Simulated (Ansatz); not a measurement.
Molecule: C2H8AlNO2 (charge 0, singlet). 
Geometry from a B3LYP-D3(BJ)/def2-TZVP (Ansatz, a quantum-chemistry and plane-wave program) optimisation:
SMILES: C[O][Al]([NH2])[O]C
```xyz
14

C      1.8742    -1.3869     0.7926
O      1.4681    -0.1667     0.2333
Al     0.0415     0.5783    -0.2683
N      0.1560     2.1708    -1.0073
O     -1.4880    -0.1110    -0.1045
C     -2.0649    -1.2679     0.4393
H      2.7642    -1.7547     0.2737
H      2.1288    -1.2586     1.8496
H      1.1002    -2.1597     0.7223
H     -0.6321     2.7058    -1.3322
H      1.0181     2.6667    -1.1608
H     -2.3600    -1.9597    -0.3562
H     -2.9624    -1.0033     1.0061
H     -1.3847    -1.7991     1.1147
```

Property: atomisation energy (electronic, to ground-state atoms), in kcal/mol. Valence correlation only, unless marked. UHF or UKS for open shells. Spin-orbit coupling is left out. No relativistic terms. The coupled-cluster limit lacks core correlation, which all-electron functionals hold. CBS(X,Y): correlation extrapolated as X^-3; Hartree-Fock from the larger set.

```csv
level,program,atomisation energy (kcal/mol)
HF/6-31G*,Ansatz,896.9
PBE-D4/def2-TZVPD,Ansatz + dftd4,1299.5
BLYP-D3(BJ)/def2-TZVPD,Ansatz + dftd3,1279.9
revPBE-D4/def2-TZVPD,Ansatz + dftd4,1265.3
B3LYP-D4/def2-TZVPD,Ansatz + dftd4,1280.0
BHLYP-D3(BJ)/def2-TZVPD,Ansatz + dftd3,1239.8
HSE06-D4/def2-TZVPD,Ansatz + dftd4,1274.2
LC-wPBE-D3(BJ)/def2-TZVPD,Ansatz + dftd3,1281.0
wB97X-V/def2-TZVPD,Ansatz,1281.7
B2GP-PLYP-D3(BJ)/def2-TZVPD,Ansatz + dftd3,1265.3
B2GP-PLYP-D4/def2-TZVPD,Ansatz + dftd4,1264.0
B2PLYP-D4/def2-TZVPD,Ansatz + dftd4,1268.9
PBE-QIDH/def2-TZVPD,Ansatz,1261.0
RPA@PBE/cc-pV(T+d)Z,Ansatz,1195.9
MP2/aug-cc-pV(T+d)Z,Ansatz,1279.2
"MP2/CBS(cc-pV(T+d)Z,cc-pV(Q+d)Z)",Ansatz,1307.7
CCSD/aug-cc-pV(D+d)Z,Ansatz,1176.0
CCSD/aug-cc-pV(T+d)Z,Ansatz,1236.5
CCSD(T)/STO-3G,Ansatz,1217.1
CCSD(T)/aug-cc-pV(D+d)Z,Ansatz,1189.6
"CCSD(T)/CBS(cc-pV(T+d)Z,cc-pV(Q+d)Z)",Ansatz,1283.0
```
